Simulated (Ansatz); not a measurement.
Input file for Ansatz (a first-principles code): R-CCSD(T)/cc-pVQZ on BrHSe2 (SMILES [SeH][Se]Br), a point of a torsion scan. The run froze 42 orbitals, filled d shells among them.

Ansatz 0.2 input:
```yaml
crystal:
  periodic: [false, false, false]
  atoms:
    - {symbol: Se, position_ang: [-1.37651042, 0.48511827, 0.41815070]}
    - {symbol: Se, position_ang: [0.81402097, 0.99622638, -0.23616997]}
    - {symbol: Br, position_ang: [0.85210303, 0.29142984, -2.42837014]}
    - {symbol: H, position_ang: [-1.51941905, -0.66165988, -0.46308362]}
basis:
  gaussian:
    orbitals: cc-pVQZ
magnetization: {spin_polarized: false}
correlation: {method: ccsd_t, electrons: outside_noble_gas}
scf: {lower_state_search: off}
```

The log:

```
WARN ansatz: RAYON_NUM_THREADS=1 ignored (pool sized by the plan → 1); use --threads N
Functional definition: HF
these checks for a lower state are left out or cut short: stability, starts, cluster_reference, orbital_swaps, neighbouring_geometries, increment
integrals: 1.31 GiB planned
1492 factors; integrals over basis functions are off by at most 6.6e-4 eV
mean field: 1.16 GiB planned
mean field evaluation 1: about -200624.2115 eV, gradient 1.5e1 eV
mean field evaluation 2: about -200624.3792 eV, gradient 1.5e1 eV
mean field evaluation 4: about -200625.2678 eV, gradient 2.2e0 eV
mean field evaluation 8: about -200625.2993 eV, gradient 2.1e-1 eV
mean field -200625.29974049 eV, -7372.8437767507 hartree, gradient 3.7e-6 eV, S^2 0.000000; 0 other end points of the search recorded, 0 dependent functions left out
42 core orbitals not correlated
reference -200625.29974049 eV, -7372.8437767507 hartree; 10, 10 occupied and 182, 182 virtual orbitals, 1492 factors
second order -13.93308617 eV of doubles, -0.00000000 eV of singles
coupled cluster: 1.40 GiB planned
cycle   1  -14.51529757 eV  change   -5.8e-1 eV  update   8.6e-2
cycle   2  -14.86240701 eV  change   -3.5e-1 eV  update   2.6e-2
cycle   3  -14.92612649 eV  change   -6.4e-2 eV  update   1.3e-2
cycle   4  -14.91930717 eV  change    6.8e-3 eV  update   4.0e-3
cycle   5  -14.91815424 eV  change    1.2e-3 eV  update   2.5e-3
cycle   6  -14.91835491 eV  change   -2.0e-4 eV  update   1.2e-3
cycle   7  -14.91829271 eV  change    6.2e-5 eV  update   6.4e-4
cycle   8  -14.91849597 eV  change   -2.0e-4 eV  update   3.1e-4
cycle   9  -14.91851907 eV  change   -2.3e-5 eV  update   1.5e-4
cycle  10  -14.91842175 eV  change    9.7e-5 eV  update   6.4e-5
cycle  11  -14.91846769 eV  change   -4.6e-5 eV  update   3.0e-5
cycle  12  -14.91847349 eV  change   -5.8e-6 eV  update   1.4e-5
perturbative correction -0.76169369 eV, -0.0279917267 hartree
Total energy: -200640.97990767 eV, -7373.4200122661 hartree
Checks for a lower state left out: stability, starts, cluster_reference, orbital_swaps, neighbouring_geometries, increment
```

The calculation finished and met its thresholds.

Cost: about 4 core-minutes (a rough figure).
